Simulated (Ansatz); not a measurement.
```yaml
crystal:
  periodic: [false, false, false]
  atoms:
    - {symbol: Si, position_ang: [-1.530635, 1.529293, -0.618434]}
    - {symbol: Ge, position_ang: [-0.371656, -0.212089, 0.513890]}
    - {symbol: Si, position_ang: [1.703817, 0.600410, 1.344520]}
    - {symbol: Si, position_ang: [0.003777, -2.034211, -0.968218]}
    - {symbol: H, position_ang: [-2.833025, 1.038757, -1.142381]}
    - {symbol: H, position_ang: [-1.780654, 2.673909, 0.297385]}
    - {symbol: H, position_ang: [-0.704317, 2.003195, -1.760597]}
    - {symbol: H, position_ang: [-1.230811, -0.698355, 1.699682]}
    - {symbol: H, position_ang: [2.535166, 1.070843, 0.204575]}
    - {symbol: H, position_ang: [1.486112, 1.737478, 2.277810]}
    - {symbol: H, position_ang: [2.439855, -0.475470, 2.060107]}
    - {symbol: H, position_ang: [0.733869, -3.129915, -0.276981]}
    - {symbol: H, position_ang: [0.821726, -1.567564, -2.119370]}
    - {symbol: H, position_ang: [-1.286223, -2.565382, -1.483089]}
basis:
  gaussian: {orbitals: def2-TZVP, nuclear_model: gaussian}
magnetization: {spin_polarized: true, initial_magnetization: 1}
hamiltonian: {xc: {name: B97M-V}}
scf: {lower_state_search: full}
output: {forces: true}
```

```sh
$ ansatz run in.yaml --threads 4 --pin off --events-out ev --progress --plain --max-ram 11315MiB
```

Output, abridged:

```
Error: a molecule whose nuclei and cores have a total charge of 84 cannot have a net charge of 0 together with 1 unpaired electrons
```

In this input the number of unpaired electrons doesn't fit the electron count. The program refused the input.
